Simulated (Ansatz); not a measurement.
`[BH2][Ge]([F])([F])[AlH2]`, relaxed with RKS PBE-D4/def2-SVP in Ansatz 0.2.0 from a rough embedded geometry. The force threshold is 0.03 eV/Å; the program also tests the step.

The species carries charge 0 and has multiplicity 1.

Start:

```xyz
9

B    -0.172   -0.933    1.466
Ge    0.829   -0.401   -0.128
F     1.076   -1.800   -1.111
F     2.410    0.200    0.324
Al   -0.413    1.271   -1.368
H    -0.276   -0.173    2.411
H    -1.161   -1.639    1.344
H    -0.520    2.694   -0.758
H    -1.772    0.781   -2.181
```

How much energy does the relaxation release, and in how many steps? (Best estimate.)

The calculation gave: 11.58 kcal/mol, in 9 steps.

Which bonds change most? (An estimate is asked.)

Ansatz gave: B1–Ge2 from 1.956 to 2.066 Å; Ge2–Al5 from 2.424 to 2.528 Å; Al5–H9 from 1.658 to 1.599 Å; Ge2–F3 from 1.727 to 1.775 Å.

Give the relaxed structure. (Estimate.)

Ansatz gave: 
```xyz
9

B    -0.229   -1.091    1.730
Ge    0.559   -0.339   -0.026
F     0.916   -1.664   -1.152
F     2.174    0.338    0.268
Al   -0.567    1.406   -1.466
H    -0.034   -0.505    2.775
H    -1.000   -2.028    1.689
H    -0.300    2.952   -1.156
H    -1.519    0.931   -2.661
```
